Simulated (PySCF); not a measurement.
Input for PySCF: R-MP2/6-31G* on HBr (SMILES Br) with ghost functions, monomers drawn apart or pushed together.

```python
from pyscf import gto, scf, dft, mp
from pyscf.data.elements import chemcore

mol = gto.M(
    atom='''
    Br    0.15219699   -0.51992143    5.20620275
    H     0.12314890   -0.42498324    3.78022076
    ghost-C    0.03241738   -0.19635250    0.46762032
    ghost-O   -0.00493012   -0.11675780   -0.65197542
    ''',
    basis='6-31g*',
    cart=True,
    charge=0, spin=0, verbose=3, max_memory=1800)
mf = scf.RHF(mol)
mf.conv_tol = 1e-8
mf.max_cycle = 100
mf.kernel()
if not mf.converged:
    mf = mf.newton().run(mf.mo_coeff, mf.mo_occ)
pt = mp.MP2(mf, frozen=chemcore(mol)).run()
```

Output:

```
converged SCF energy = -2572.68427223808
E(RMP2) = -2572.94903926444  E_corr = -0.264767026360669
E(SCS-RMP2) = -2572.92951563581  E_corr = -0.245243397736441
```

The calculation finished and met its thresholds.

Cost: about 0.7 core-seconds (a rough figure).
